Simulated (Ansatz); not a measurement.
Cost and result for the atomization energy of C2H9NOSi, SMILES `COC(N)[SiH3]` (14 atoms, 13 bonds).

```xyz
14

C     1.244    0.913   -1.465
O     1.063    0.144   -0.299
C    -0.266    0.133    0.168
N    -1.159   -0.508   -0.773
Si   -0.208   -0.712    1.873
H     2.293    0.827   -1.747
H     0.613    0.550   -2.282
H     1.009    1.970   -1.277
H    -0.623    1.169    0.285
H    -1.217   -1.511   -0.654
H    -2.087   -0.113   -0.767
H     0.789   -0.099    2.788
H     0.111   -2.150    1.664
H    -1.562   -0.613    2.485
```

The species carries charge 0 and has multiplicity 1. The geometry is a stationary point of PBE0-D4/def2-TZVP. It is one conformer, not always the lowest. Program: Ansatz. All runs use 4 threads of an Arm Neoverse V1 on a shared host. Times are those of one run each, without the atoms' runs, and a repeat can differ threefold. Electronic energies, without spin–orbit coupling; frozen cores. CCSD(T)/CBS adds CCSD(T) − MP2 in def2-TZVPP to the MP2 limit, and its time is that of the two runs behind it. T1 = 0.012. B3LYP takes the VWN-RPA correlation (the form of Gaussian; ORCA's B3LYP/G).

CCSD(T)/CBS is a level of theory with its own doubt, some kJ/mol a heavy atom from the limit and from the frozen cores, so smaller differences don't rank the functionals.

```json
{"level": "PBE-D4/def2-TZVPP (with forces)", "functions": "292", "wall time": "3.1 s"}
{"level": "PBE0-D4/def2-TZVPP", "functions": "292", "wall time": "3.8 s"}
{"level": "r2SCAN-D4/def2-TZVPP (with forces)", "functions": "292", "wall time": "6.5 s"}
{"level": "B3LYP-D4/def2-TZVPP (with forces)", "functions": "292", "wall time": "6.5 s"}
{"level": "B2PLYP/def2-TZVPP", "functions": "292", "wall time": "7.5 s"}
{"level": "ωB97X-V/def2-TZVPP", "functions": "292", "wall time": "10 s"}
{"level": "ωB97M-V/def2-TZVPP (with forces)", "functions": "292", "wall time": "15 s"}
{"level": "MP2/def2-QZVPP", "functions": "568", "wall time": "37 s"}
{"level": "CCSD(T)/def2-TZVPP", "functions": "292", "wall time": "5.7 min"}
{"level": "CCSD(T)/CBS(def2)", "functions": "–", "wall time": "6.3 min"}
```

(1) What atomization energy does each give, and how far from CCSD(T)/CBS? (Best estimate.)

Results:

(1) Ansatz gave: 
```tsv
level	atomization (kcal/mol)	difference from CCSD(T)/CBS	per bond
PBE-D4/def2-TZVPP (with forces)	1194.4	18.9	1.5
PBE0-D4/def2-TZVPP	1173.4	-2.1	-0.2
r2SCAN-D4/def2-TZVPP (with forces)	1173.1	-2.4	-0.2
B3LYP-D4/def2-TZVPP (with forces)	1177.6	2.1	0.2
B2PLYP/def2-TZVPP	1161.8	-13.7	-1.0
ωB97X-V/def2-TZVPP	1180.7	5.2	0.4
ωB97M-V/def2-TZVPP (with forces)	1179.3	3.8	0.3
MP2/def2-QZVPP	1172.0	-3.5	-0.3
CCSD(T)/def2-TZVPP	1143.7	-31.8	-2.4
CCSD(T)/CBS(def2)	1175.5	0.0	0.0
```

From PBE to PBE0 (25 % exact exchange), in def2-TZVPP and without D4, the atomization energy moves by −20.1 kcal/mol: exact exchange takes away binding that semilocal exchange gives to molecules. In def2-TZVPP, CCSD(T) changes the Hartree–Fock value by +307.9 kcal/mol (the triples alone add +16.1 kcal/mol) and MP2 by +317.4 kcal/mol; breaking electron pairs costs correlation energy, which Hartree–Fock lacks. The D4 term adds +10.1 kcal/mol with B3LYP and +5.3 kcal/mol with PBE0; it sums over pairs of atoms, weighted by their polarisabilities, and B3LYP, whose exchange is more repulsive, gets the larger term.
